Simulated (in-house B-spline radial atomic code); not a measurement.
Solving the quasi-particle equation for 5s of neutral strontium

Configuration [Kr] 5s2, start r2SCAN; correlation leaves out the 3 deepest shells. Computed with a B-spline radial code for spherical atoms: all electrons, scalar-relativistic (spin-free one-electron X2C), finite nucleus, each spin shell either full or empty, empty states to l = 9 with an (l + 1/2)⁻⁴ tail; G0W0 by contour deformation at full frequency.

At the mean-field level ε = -3.579 eV the matrix elements are Σx = -6.714 eV, v_xc = -5.465 eV and Σc(ε) = -1.453 eV, and the slope of the correlation self-energy is dΣc/dω = -0.1955. The quasi-particle energy solves E = ε + Σx − v_xc + Σc(E).

Task: What does the linearised equation give?

Result: Z = 1/(1 − dΣc/dω) = 1/1.1955 = 0.8365. The first-order shift is Σx − v_xc + Σc(ε) = -6.714 − (-5.465) + (-1.453) = -2.702 eV, so E ≈ ε + Z × shift = -3.579 + 0.8365 × (-2.702) = -5.839 eV.

Task: How does that compare with the full solution and with static screening?

Result: Solving the equation at full frequency dependence gives E = -5.851 eV, where Σc = -1.022 eV and the weight is 0.823; the linearised value is off by 12 meV. Leaving Z out would give -6.281 eV. Static COHSEX puts -2.674 eV in place of Σc and gives -7.502 eV, 1.65 eV deeper. The tabulated removal energy is 5.695 eV (NIST, measured); the run leaves out spin-orbit coupling, Breit and QED terms.
